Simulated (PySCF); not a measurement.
## (F2Ga-mu-SH)2

Geometry:
```csv
atom,x (Å),y (Å),z (Å)
Ga1,-1.207,-0.532,-0.719
F2,-2.058,-1.941,-0.094
F3,-1.778,0.245,-2.191
S4,1.074,-1.265,-0.860
Ga5,1.204,0.533,0.724
F6,2.065,1.939,0.107
F7,1.765,-0.254,2.196
S8,-1.073,1.275,0.853
H9,0.871,-2.148,0.130
H10,-0.862,2.149,-0.145
```

Computed with GIAO B3LYP/def2-SVP magnetisability, rotational g tensor and spin-rotation constants, non-relativistic, gas phase (PySCF 2.14.0). Geometry: GFN2-xTB.

The calculation is non-relativistic, which matters for the atoms heavier than Zn.

Q: What are the magnetisability and the molar susceptibility?

A: Isotropic -1936 × 10⁻³⁰ J/T², or -116.6 × 10⁻⁶ cm³/mol; principal values -1970, -1932, -1906 × 10⁻³⁰ J/T², anisotropy 55 × 10⁻³⁰ J/T² (root of half the summed squared differences of the principal values). The susceptibility is in cgs units.

Q: Split it along the inertial axes a, b, c into diamagnetic and paramagnetic parts about the centre of mass, with the quadrupole moment.

A: 
```tsv
axis	χ (10⁻⁶ cm³/mol)	diamagnetic (10⁻⁶ cm³/mol)	paramagnetic (10⁻⁶ cm³/mol)	summed x² of all electrons (Å²)	quadrupole Θ (D Å)
a	-116.4	-1011.7	895.3	365.3	-18.60
b	-118.6	-1965.4	1846.8	140.5	+20.50
c	-114.8	-2145.9	2031.0	98.0	-1.90
```
Anisotropies 2χaa − χbb − χcc = +0.7 and 2χbb − χaa − χcc = -5.9 × 10⁻⁶ cm³/mol. Θ is traceless in Buckingham's convention.

Q: And the rotational g tensor?

A: 
```
axis  rotational constant (GHz)        g  nuclear part  electronic part
   a                     1.2311  -0.0122        0.5057          -0.5178
   b                     0.5545  -0.0109        0.4702          -0.4811
   c                     0.5115  -0.0078        0.4803          -0.4881
```
Asymmetric top; isotopes 19F, 69Ga, 1H, 32S; no vibrational averaging.
